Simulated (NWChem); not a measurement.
System: C₂H₅FOSi; SMILES C=C[SiH](O)F

NWChem input:

```
start job
memory heap 200 mb stack 900 mb global 1100 mb
geometry units angstroms noautosym nocenter noautoz
  Si     0.007495    -0.516384    -0.426206
  O      0.770988    -1.684296     0.463836
  F     -1.556227    -0.417510    -0.022410
  C      0.718963     1.175198    -0.131395
  C     -0.026503     2.204440     0.294770
  H      0.102794    -0.986180    -1.823119
  H      0.914623    -1.485484     1.400142
  H      1.782269     1.344593    -0.313481
  H      0.388580     3.196392     0.467830
  H     -1.091442     2.093281     0.487467
end
basis spherical
  * library 6-31g*
end
dft
  xc pbe0
  iterations 150
end
property
  efieldgrad
end
task dft property
```

Excerpt of the output:

```
             Northwest Computational Chemistry Package (NWChem) 7.3.0
             --------------------------------------------------------

                             Geometry "geometry" -> ""
                             -------------------------

 Output coordinates in angstroms (scale by  1.889725989 to convert to a.u.)

  No.       Tag          Charge          X              Y              Z
 ---- ---------------- ---------- -------------- -------------- --------------
    1 Si                  14.0000     0.00749500    -0.51638400    -0.42620600
    2 O                    8.0000     0.77098800    -1.68429600     0.46383600
    3 F                    9.0000    -1.55622700    -0.41751000    -0.02241000
    4 C                    6.0000     0.71896300     1.17519800    -0.13139500
    5 C                    6.0000    -0.02650300     2.20444000     0.29477000
    6 H                    1.0000     0.10279400    -0.98618000    -1.82311900
    7 H                    1.0000     0.91462300    -1.48548400     1.40014200
    8 H                    1.0000     1.78226900     1.34459300    -0.31348100
    9 H                    1.0000     0.38858000     3.19639200     0.46783000
   10 H                    1.0000    -1.09144200     2.09328100     0.48746700

 Effective nuclear repulsion energy (a.u.)     231.0054182962

                              NWChem Property Module
                              ----------------------

  itol2e modified to match energy
  convergence criterion.

                                 NWChem DFT Module
                                 -----------------

 Summary of "ao basis" -> "ao basis" (spherical)
 ------------------------------------------------------------------------------
       Tag                 Description            Shells   Functions and Types
 ---------------- ------------------------------  ------  ---------------------
 Si                          6-31g*                  8       18   4s3p1d
 O                           6-31g*                  6       14   3s2p1d
 F                           6-31g*                  6       14   3s2p1d
 C                           6-31g*                  6       14   3s2p1d
 H                           6-31g*                  2        2   2s

  itol2e modified to match energy
  convergence criterion.

            General Information
            -------------------
          SCF calculation type: DFT
          Wavefunction type:  closed shell.
          No. of atoms     :    10
          No. of electrons :    48
           Alpha electrons :    24
            Beta electrons :    24
          Charge           :     0
          Spin multiplicity:     1
          Use of symmetry is: off; symmetry adaption is: off
          Maximum number of iterations: 150
          AO basis - number of functions:    84
                     number of shells:    42
          Convergence on energy requested:  1.00D-07
          Convergence on density requested:  1.00D-05
          Convergence on gradient requested:  5.00D-04

              XC Information
              --------------
                         PBE0 Method XC Functional
                     Hartree-Fock (Exact) Exchange  0.250
          PerdewBurkeErnzerhof Exchange Functional  0.750
            Perdew 1991 LDA Correlation Functional  1.000 local
           PerdewBurkeErnz. Correlation Functional  1.000 non-local

[...]

          -----------------------
          Electric field gradient
          -----------------------

 1 a.u. = 0.324123 10**(16) esu/cm**3  ( or statvolts/cm**2 ) = 0.97174 10**(22) v/m**2

 ------------------------------------------------------------
   Atom      X         Y         Z
 ------------------------------------------------------------
    1 Si   0.01416  -0.97582  -0.80541
 ------------------------------------------------------------

 Electric field gradient in molecular frame (a.u.)
         XX             YY             ZZ             XY             XZ             YZ
 ------------------------------------------------------------------------------------------
       -0.416900       0.159545       0.257355       0.141025       0.092027       0.233068

 Principal components (a.u.) and orientation
 of principal axis w.r.t. absolute frame                      Asymmetry parameter eta
 --------------------------------------------------------------------------------------
        0.475569      -0.451792      -0.023776                       0.900008

        0.177806       0.977427       0.114114
        0.634247      -0.202489       0.746143
        0.752407      -0.060292      -0.655934

 ------------------------------------------------------------
   Atom      X         Y         Z
 ------------------------------------------------------------
    2 O    1.45696  -3.18286   0.87652
 ------------------------------------------------------------

 Electric field gradient in molecular frame (a.u.)
         XX             YY             ZZ             XY             XZ             YZ
 ------------------------------------------------------------------------------------------
        0.740092       0.464364      -1.204456       0.310037      -0.537329      -0.023625

 Principal components (a.u.) and orientation
 of principal axis w.r.t. absolute frame                      Asymmetry parameter eta
 --------------------------------------------------------------------------------------
       -1.344739       1.041425       0.303314                       0.548887

        0.253759       0.857630      -0.447300
       -0.030863       0.469381       0.882456
        0.966775      -0.210126       0.145579

 ------------------------------------------------------------
   Atom      X         Y         Z
 ------------------------------------------------------------
    3 F   -2.94084  -0.78898  -0.04235
 ------------------------------------------------------------

 Electric field gradient in molecular frame (a.u.)
         XX             YY             ZZ             XY             XZ             YZ
 ------------------------------------------------------------------------------------------
       -1.005677       0.562452       0.443225       0.116163       0.392021       0.011873

 Principal components (a.u.) and orientation
 of principal axis w.r.t. absolute frame                      Asymmetry parameter eta
 --------------------------------------------------------------------------------------
       -1.112133       0.598247       0.513885                       0.075856

        0.967716       0.193599       0.161384
       -0.065403       0.811258      -0.581018
       -0.243409       0.551706       0.797730

 ------------------------------------------------------------
   Atom      X         Y         Z
 ------------------------------------------------------------
    4 C    1.35864   2.22080  -0.24830
 ------------------------------------------------------------

 Electric field gradient in molecular frame (a.u.)
         XX             YY             ZZ             XY             XZ             YZ
 ------------------------------------------------------------------------------------------
        0.078016       0.161170      -0.239187       0.020431      -0.070660       0.109753

 Principal components (a.u.) and orientation
 of principal axis w.r.t. absolute frame                      Asymmetry parameter eta
 --------------------------------------------------------------------------------------
       -0.282302       0.189335       0.092967                       0.341366

        0.199928       0.022697       0.979548
       -0.244056       0.969375       0.027351
        0.948929       0.244533      -0.199344

 ------------------------------------------------------------
   Atom      X         Y         Z
 ------------------------------------------------------------
    5 C   -0.05008   4.16579   0.55703
 ------------------------------------------------------------

 Electric field gradient in molecular frame (a.u.)
         XX             YY             ZZ             XY             XZ             YZ
 ------------------------------------------------------------------------------------------
        0.158122       0.133351      -0.291474      -0.004307      -0.107111       0.130371

 Principal components (a.u.) and orientation
 of principal axis w.r.t. absolute frame                      Asymmetry parameter eta
 --------------------------------------------------------------------------------------
       -0.348863       0.207299       0.141564                       0.188426

        0.197851       0.737528       0.645684
       -0.254183      -0.597572       0.760460
        0.946703      -0.314579       0.069236

 ------------------------------------------------------------
   Atom      X         Y         Z
 ------------------------------------------------------------
    6 H    0.19425  -1.86361  -3.44520
 ------------------------------------------------------------

 Electric field gradient in molecular frame (a.u.)
         XX             YY             ZZ             XY             XZ             YZ
 ------------------------------------------------------------------------------------------
        0.073943       0.054486      -0.128429       0.004196       0.014200      -0.067059

[...]
```

Level: PBE0/6-31G* (spherical d). Coordinates come from a B3LYP/6-31G* (spherical d) optimisation. NWChem prints the field gradient with the sign opposite to the second derivative of the potential.
